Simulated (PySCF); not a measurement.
Molecule: `OB(C(C)C)O`, C3H9BO2.

Bonds (- single, = double, # triple, : aromatic): C1-C2 1.531 Å, C2-C3 1.530 Å, C2-B4 1.580 Å, B4-O5 1.367 Å, B4-O6 1.367 Å. C1 carries H7, H8, H9; C2 carries H10; C3 carries H11, H12, H13; O5 carries H14; O6 carries H15.

Geometry PBE0-D3(BJ)/def2-SVP throughout; GIAO in PySCF 2.14, gas phase, one conformer, non-relativistic; equivalent atoms averaged; basis pcSseg-1.

For orientation, LC-wPBE gives these absolute shieldings σ: C1/C3 169.8, C2 175.5, B4 68.7, O5/O6 223.7, H14/H15 28.48, H7/H8/H9/H11/H12/H13 30.40, H10 30.60 ppm.

A run gave: C1/C3 164.1, C2 169.0, B4 69.3, O5/O6 214.3, H14/H15 28.56, H7/H8/H9/H11/H12/H13 30.30, H10 30.44 ppm (absolute shieldings σ).

Question: Which functional was used in that run?
A. LDA
B. B97-2
C. PBE0
D. B97-D

Answer: C. H14/H15 tells them apart best: PBE0 gives 28.56, LDA gives 27.91, B97-D gives 28.84, B97-2 gives 28.75 ppm.
